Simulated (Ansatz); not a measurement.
Calculated with Ansatz (gas phase, PBE0-D4/def2-TZVP geometries, no zero-point term in ΔE). CBS: MP2 limit from def2 TZ/QZ plus the TZ coupled-cluster correction, frozen cores. DFT in def2-TZVPP. B3LYP here is the variant with VWN-RPA as its local correlation; programs differ in this. For Zn outer-core shells are correlated without core-valence functions, which leaves a few kJ/mol of doubt a bond. Scalar relativity is left out up to krypton. One conformer a species, not always the lowest.

Consider the formal exchange of groups at a Zn–C bond: `CC[C](=O)[ZnH]` + `FC([SiH3])S` → `F[CH]([SiH3])[ZnH]` + `CCC(=O)S`.

`CC[C](=O)[ZnH]`:

Cartesian coordinates in Å:
```
C -0.617 -1.165 0.398
C -0.903 0.305 0.136
C 0.360 1.131 0.084
O 0.471 2.159 0.715
Zn 1.978 0.643 -0.998
H -1.532 -1.757 0.352
H -0.172 -1.310 1.385
H 0.075 -1.576 -0.343
H -1.572 0.734 0.888
H -1.385 0.417 -0.844
H 3.297 0.418 -1.774
```

`FC([SiH3])S`:

Z-matrix (Å, degrees):
```
C
Si 1 1.900
S 1 1.790 2 111.9
F 1 1.390 2 109.9 3 -125.3
H 1 1.095 2 111.0 3 116.2
H 2 1.485 1 110.0 3 174.0
H 2 1.485 1 107.8 3 54.0
H 2 1.483 1 108.4 3 -65.4
H 3 1.345 1 97.3 2 -44.0
```

`F[CH]([SiH3])[ZnH]`:

Cartesian coordinates in Å:
```
F -1.198 1.499 0.375
C -0.762 0.173 0.140
Si 0.650 0.166 -1.099
Zn -0.290 -0.632 1.882
H -1.611 -0.374 -0.289
H 1.841 0.863 -0.542
H 1.001 -1.266 -1.325
H 0.295 0.799 -2.398
H 0.073 -1.227 3.255
```

`CCC(=O)S`:

Z-matrix (Å, degrees):
```
C
C 1 1.514
H 1 1.091 2 110.3
H 1 1.091 2 111.0 3 120.3
H 1 1.091 2 111.0 3 -120.3
C 2 1.508 1 112.9 3 180.0
H 2 1.096 1 111.6 3 58.9
H 2 1.096 1 111.6 3 -58.9
S 6 1.793 2 112.6 1 -179.9
O 6 1.197 2 124.8 1 0.1
H 9 1.342 6 93.9 2 -180.0
```

| level | ΔE (kJ/mol) | difference from CCSD(T)/CBS |
| --- | --- | --- |
| PBE0-D4 | -46.1 | -5.3 |
| B3LYP-D4 | -43.6 | -2.8 |
| ωB97X-V | -42.6 | -1.8 |
| PBE0 | -46.5 | -5.7 |
| MP2/def2-TZVPP | -46.5 | -5.7 |
| SCS-MP2/def2-TZVPP | -43.5 | -2.7 |
| CCSD/def2-TZVPP | -40.7 | 0.1 |
| HF/def2-QZVPP | -39.0 | 1.8 |
| SCS-MP2/def2-QZVPP | -42.8 | -2.0 |
| HF/CBS(def2) | -38.9 | 1.9 |
| CCSD(T)/CBS | -40.8 | 0 |

Largest T1 diagnostic among the species: 0.016.
